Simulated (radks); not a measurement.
Results of a calculation; reference values are marked as such.
Problem. The beryllium ion Be3+, 1s1. Code: a radial shooting solver on a logarithmic mesh with Libxc functionals. Model: non-relativistic Kohn-Sham, r2SCAN, spin-polarised, spherical densities, point nucleus; meta-GGA in the generalised Kohn-Sham scheme. Every spin shell is full or empty, so the densities are truly spherical. Functionals are evaluated on that one density, not self-consistently. Rank these exchange functionals by their error against the exact value of the orbitals, and give that value: LDA, B88, PBE, PBEsol, revPBE, PW91, PW86, OPTX, AM05, B86b, SCAN, r2SCAN, MS2, Tao-Mo, MVS.

Solution. Exact: -1.24801 hartree. From best to worst, with 100 (|E| - |E exact|)/|E exact| (equal figures are ties): r2SCAN +0.03, SCAN +0.03, MVS +0.03, MS2 +0.03, Tao-Mo +0.04, PW86 -0.30, OPTX -0.57, revPBE -0.58, B88 -0.83, B86b -1.10, PW91 -1.75, PBE -2.05, PBEsol -6.30, AM05 -11.00, LDA -14.20.
